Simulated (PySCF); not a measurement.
Two-component Hartree-Fock for Zn¹⁸⁺ (zinc, charge +18)

Start: [Ne] 3s2. Calculated with PySCF 2.14 in an even-tempered Gaussian basis (19 s from 0.6 bohr⁻², ratio 2.6; 13 p from 0.78 bohr⁻², ratio 2.6; 7 d from 0.8 bohr⁻², ratio 2.8; 4 f from 13 bohr⁻², ratio 2.8): generalised Hartree-Fock with the X2C-1e Hamiltonian and a Gaussian nucleus; spin-orbit coupling (SO) screened by Boettger's factors.

```tsv
spinor shell	electrons	ε, screened SO (eV)	weight of nominal j (screened SO)	rms radius, screened SO (bohr)
1s1/2	2	-10439.8	1.000	0.0580
2s1/2	2	-1912.0	1.000	0.240
2p1/2	2	-1763.1	1.000	0.213
2p3/2	4	-1738.1	1.000	0.216
3s1/2	2	-693.67	1.000	0.603
```

```csv
quantity,screened SO
E (hartree),-1620.86297
M_J,0
⟨J²⟩,0.000
⟨L²⟩,0.001
⟨S²⟩,0.001
```
